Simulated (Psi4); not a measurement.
CH3F3Si (SMILES FC(F)(F)[SiH3]): the HOMO–LUMO gap, rung by rung

CH3F3Si has 8 atoms, charge 0, and is taken as a singlet. As SMILES, `FC(F)(F)[SiH3]`. Geometry: optimised at PBE0/def2-TZVP.

Each level gives the HOMO–LUMO gap (eV). The values are calculated.

```tsv
level	kind	program	value (eV)	CPU time
PBE-D4/def2-TZVPP (density fitting)	GGA	Psi4	7.31	44 s
r2SCAN-D4/def2-TZVPP (density fitting)	meta-GGA	Psi4	8.07	1.8 min
B3LYP-D4/def2-TZVPP (density fitting)	global hybrid	Psi4	9.26	44 s
PBE0-D4/def2-TZVPP (density fitting)	global hybrid	Psi4	9.70	43 s
wB97M-V/def2-TZVPP (density fitting)	range-separated hybrid	Psi4	13.68	2 min
```

The values span 7.31 to 13.68 eV. Orbital gaps aren't excitation energies; they tend to grow with the share of exact exchange. Times are those of the runs behind each value, whatever else they computed, on shared processors of several kinds: orders of magnitude only.
